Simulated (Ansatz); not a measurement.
Ideal-gas functions of `FB(S)Cl` at 500 K and 1 bar, from an Ansatz frequency run at PBE0-D4/def2-TZVP.

Molar mass 98.34 g/mol, point group Cs (symmetry number 1), electronic degeneracy 1, moments of inertia 74.499, 162.996, 237.495 u Å². Harmonic wavenumbers (cm⁻¹, unscaled): 232, 350, 384, 510, 548, 824, 1007, 1335, 2709.

Use S(trans) = R[1.5 ln M + 2.5 ln T − 1.1517]; rotational temperatures θ = 24.2544 K / I; S(rot) = R[ln(√π/σ · √(T³/θAθBθC)) + 1.5]; for each mode x = 1.438777 ν̃/T, S = R[x/(eˣ − 1) − ln(1 − e⁻ˣ)] and H = RT x/(eˣ − 1); 1 cm⁻¹ = 0.0119627 kJ/mol; R = 8.31446 J/(mol·K).

Problem. By hand: the entropy, in J/(mol·K).

Solution. Translation 176.8. Rotation: θ = 0.3256, 0.1488, 0.1021 K, giving 116.8. Vibration, mode by mode: 11.83, 8.60, 7.89, 5.83, 5.34, 2.85, 1.88, 0.88, 0.03, in all 45.1. Electronic 0.0. Sum 338.7 J/(mol·K).

Problem. By hand: H − E and G − E in kJ/mol, counted from the electronic energy.

Solution. Zero-point energy ½ × 7899 × 0.0119627 = 47.2; thermal vibration 13.2; translation, rotation and pV give 4 RT = 16.6. H − E = 77.0 kJ/mol, and G − E = 77.0 − 500 × 338.7/1000 = -92.3 kJ/mol.

Vibration gives 13 % of the entropy. The sum counts one conformer and one mirror image; others add a mixing term.
